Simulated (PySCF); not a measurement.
Calculations on `FC(F)C[SeH]`, in the order of a workflow; each names the level of the geometry that it ran on. Settings lines and outputs come from a driver script.

Species: C2H4F2Se.
Bonds: F1–C2, C2–F3, C2–C4, C4–Se5. Hydrogens: H6 on C2; H7, H8 on C4; H9 on Se5.

Step 1: PBE0-D3(BJ)/def2-SVP geometry optimisation, gas phase (PySCF 2.14.0) (from the GFN2-xTB geometry)
```json
{"job": {"xc": "PBE0", "basis": "def2-SVP", "d3": "d3bj", "grid": 1, "shake": 0.03, "kind": "geom"}, "charge": 0, "multiplicity": 1}
```
```
step   0  E = -2678.78200983  max force = 0.055487
step   1  E = -2678.78897572  max force = 0.024840
step   2  E = -2678.78991486  max force = 0.005647
step   3  E = -2678.79001315  max force = 0.002128
step   4  E = -2678.79003789  max force = 0.000624
step   5  E = -2678.79005196  max force = 0.000848
step   6  E = -2678.79006214  max force = 0.001035
step   7  E = -2678.79006854  max force = 0.000785
step   8  E = -2678.79007076  max force = 0.000228
optimisation converged
```

Final energy -2678.79007 Eh after 8 steps; dipole 0.91 D. Energies in Eh; «max force» is the largest Cartesian gradient component in Eh/bohr.

On an Arm Neoverse V1 with one thread, no GPU, on a shared host, this took 38 s wall and 0.42 GiB of memory at its peak.

Step 2: TDDFT CAM-B3LYP/def2-SVPD, vertical, gas phase, core orbitals frozen in the response (PySCF 2.14.0, density-fitted response routines) (on the PBE0-D3(BJ)/def2-SVP geometry)
```json
{"job": {"kind": "uv", "xc": "CAM-B3LYP", "basis": "def2-SVPD", "ip": true}, "charge": 0, "multiplicity": 1}
```
```
...
Static polarisability (au): isotropic 55.266, principal 49.635 51.347 64.817
Singlet excitations
state   eV       nm        f      main configurations
  1   4.9940    248.3   0.00116   H->L 0.85
  2   5.7896    214.1   0.03551   H->L+1 0.95
  3   6.9709    177.9   0.02466   H->L+2 0.63, H->L+3 0.20
  4   7.2329    171.4   0.03043   H->L+3 0.46, H->L+2 0.33, H->L+4 0.16
  5   7.5598    164.0   0.05687   H->L+4 0.52, H->L+3 0.30
  6   7.9467    156.0   0.04817   H->L+5 0.48, H->L+6 0.36
  7   8.0321    154.4   0.03187   H-1->L 0.35, H->L+7 0.25, H->L+8 0.18
  8   8.3587    148.3   0.04762   H->L+6 0.43, H->L+5 0.29, H->L+4 0.10
  9   8.4577    146.6   0.10956   H-1->L 0.43, H->L+7 0.35
 10   8.5551    144.9   0.13419   H-1->L+1 0.88
Triplet excitations (Tamm-Dancoff, eV): 4.5203 5.2884 6.7391 6.8394
Vertical ionisation energy (delta-SCF) = 9.5011 eV
```

HOMO -8.36 eV, LUMO 0.49 eV; lowest singlet 4.99 eV; lowest triplet 4.52 eV (Tamm–Dancoff); mean polarisability 55.3 au.

Time: 34 s wall; peak memory 0.70 GiB. Hardware: one thread, Arm Neoverse V1 (aarch64), no GPU, on a shared host.

Step 3: delta-SCF UKS SCAN, pcX-2 on the ionised atom, pcseg-1 elsewhere, spin-free X2C (PySCF 2.14.0) (on the PBE0-D3(BJ)/def2-SVP geometry)
```json
{"job": {"kind": "xps"}, "charge": 0, "multiplicity": 1}
```
```
...
ground state, core basis on atom 0 (F), 134 functions
  E(ground) = -2701.87452552 Eh
hole in F 1s of atom 0
  E(ion) = -2676.39689613 Eh   <S^2> = 0.7572   hole on atom = 1.000   binding energy = 693.282 eV
ground state, core basis on atom 1 (C), 134 functions
  E(ground) = -2701.83571158 Eh
hole in C 1s of atom 1
  E(ion) = -2690.96398130 Eh   <S^2> = 0.7721   hole on atom = 1.000   binding energy = 295.835 eV
ground state, core basis on atom 3 (C), 134 functions
  E(ground) = -2701.83083639 Eh
hole in C 1s of atom 3
  E(ion) = -2691.10572838 Eh   <S^2> = 0.7716   hole on atom = 1.000   binding energy = 291.845 eV
```

F1s of F1 693.28 eV; C1s of C2 295.83 eV; C1s of C4 291.85 eV; one atom stands for each set of equivalent ones. SCF cycles are left out; they run on a coarse grid, and E(ground) and E(ion) are re-evaluated on a finer one. The log counts atoms from 0, this text from 1.

Time: 17 s wall; peak memory 0.41 GiB. Hardware: an Arm Neoverse V1 with one thread, shared host with 32 logical CPUs at a one-minute load of 23.

Geometry of the electronic-property runs (PBE0-D3(BJ)/def2-SVP):
```
atom  x, y, z in Å
F1    -2.0338    0.0910    0.2395
C2    -0.8072    0.3655   -0.2620
F3    -0.4544    1.5950    0.1757
C4     0.1736   -0.6644    0.2359
Se5    1.9694   -0.4275   -0.4781
H6    -0.8741    0.3960   -1.3635
H7    -0.1518   -1.6615   -0.0918
H8     0.1863   -0.6483    1.3351
H9     2.1518    0.8969    0.1333
```

One conformer stands for the species.
